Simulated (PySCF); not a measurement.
These 5 structures share the formula C5H10N2. Level of theory: PySCF, PBE0-D3(BJ)/def2-SVP geometry optimisation, gas phase. Energies are electronic, without zero-point or thermal terms, for one conformer each. No frequencies were run at this level. Point groups hold within 0.08 Å.

Question: Rank from lowest to highest electronic energy at this level (kcal/mol).
A. `[CH3:1][CH2:2][N:3]1[CH2:4][CH2:5][CH:6]=[N:7]1` with C1–C2–N3–C4 -68°, C2–N3–C4–C5 163°, N3–C4–C5–C6 -22°, C4–C5–C6–N7 15°, C2–N3–N7–C6 -156°
B. `[CH3:1][NH:2][C@H:3]1[CH:4]=[N:5][CH2:6][CH2:7]1` with C1–N2–C3–C4 77°
C. `[CH2:1]=[CH:2][N:3]1[CH2:4][CH2:5][CH2:6][NH:7]1` with C1–C2–N3–C4 155°, C2–N3–C4–C5 -172°, N3–C4–C5–C6 -2°, C4–C5–C6–N7 24°, C5–C6–N7–N3 -38°
D. `[CH3:1][C:2]1=[N:3][NH:4][CH2:5][C@H:6]1[CH3:7]` with C2–N3–N4–C5 -20°, N3–N4–C5–C6 29°, N4–C5–C6–C7 -151°, C1–C2–C6–C5 -168°
E. `[CH2:1]=[N:2]/[N:3]=[C:4](\[CH3:5])[CH2:6][CH3:7]` with C1–N2–N3–C4 -116°, N3–C4–C6–C7 109°

Answer: D (0.0), B (2.6), A (7.4), E (19.2), C (22.0).

As drawn, the lowest has a C=N bond, which the highest lacks; the highest has a C=C bond outside aromatic rings, which the lowest lacks.

```json
{"SMILES": "CC1=NNC[C@H]1C", "E (Eh)": "-305.45548", "E rel (kcal/mol)": "0.0", "dipole (D)": "2.14", "point group": "C1", "A, B, C (MHz)": "3439, 3050, 1730"}
{"SMILES": "CN[C@H]1C=NCC1", "E (Eh)": "-305.45128", "E rel (kcal/mol)": "2.6", "dipole (D)": "1.45", "point group": "C1", "A, B, C (MHz)": "5959, 1875, 1582"}
{"SMILES": "CCN1CCC=N1", "E (Eh)": "-305.44362", "E rel (kcal/mol)": "7.4", "dipole (D)": "1.95", "point group": "C1", "A, B, C (MHz)": "5620, 2026, 1786"}
{"SMILES": "C=N/N=C(\\C)CC", "E (Eh)": "-305.42489", "E rel (kcal/mol)": "19.2", "dipole (D)": "1.94", "point group": "C1", "A, B, C (MHz)": "6268, 1447, 1299"}
{"SMILES": "C=CN1CCCN1", "E (Eh)": "-305.42046", "E rel (kcal/mol)": "22.0", "dipole (D)": "2.78", "point group": "C1", "A, B, C (MHz)": "6276, 1986, 1592"}
```

How do the relative energies change in single points at PBE0/pcSseg-1 (no added dispersion term) on the same geometries?

```tsv
SMILES	PBE0-D3(BJ)/def2-SVP (kcal/mol)	PBE0/pcSseg-1 (kcal/mol)	shift
CC1=NNC[C@H]1C	0.0	0.0	0.0
CN[C@H]1C=NCC1	2.6	1.7	-0.9
CCN1CCC=N1	7.4	7.5	+0.1
C=N/N=C(\C)CC	19.2	16.8	-2.4
C=CN1CCCN1	22.0	22.1	+0.1
```

Each column counts from its own lowest isomer. The order is unchanged; the largest shift is 2.4 kcal/mol.

As an exercise, what shares would exp(−E/RT) give at 1000 K from these electronic energies alone (no entropy, no degeneracies)?

RT = 1.987 kcal/mol: CC1=NNC[C@H]1C 77.6 %, CN[C@H]1C=NCC1 20.6 %, CCN1CCC=N1 1.8 %, C=N/N=C(\C)CC under 0.1 %, C=CN1CCCN1 under 0.1 %.
